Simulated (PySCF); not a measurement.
Homolysis of single bonds, series allyl-X. Gas-phase values, no solvent. One relaxed conformer stands for each flexible species; it need not be the lowest. Strings in code marks are SMILES.

The four lowest singlet excitations (Tamm–Dancoff). All values below come from PBE0-D4/def2-TZVP (PySCF). Excitations are Tamm–Dancoff values on a coarser integration grid. The basis has no diffuse functions, so Rydberg states are missing or too high.

```json
[
 {"state": "S1", "energy (eV)": "4.70", "wavelength (nm)": "264", "oscillator strength": "0.007"},
 {"state": "S2", "energy (eV)": "5.54", "wavelength (nm)": "224", "oscillator strength": "0.021"},
 {"state": "S3", "energy (eV)": "6.42", "wavelength (nm)": "193", "oscillator strength": "0.037"},
 {"state": "S4", "energy (eV)": "6.57", "wavelength (nm)": "189", "oscillator strength": "0.143"}
]
```

Name which member gives these states.
A) `C=CCSC` (C–C–C–S torsion 113°, C–C–S–C torsion -66°)
B) `C=CC[SeH]` (C–C–C–Se torsion -114°, C–C–Se–H torsion -71°)
C) `C=CCO` (C–C–C–O torsion 123°, C–C–O–H torsion -56°)
D) `C=CCCO`

B, `C=CC[SeH]` (C–C–C–Se torsion -114°, C–C–Se–H torsion -71°)
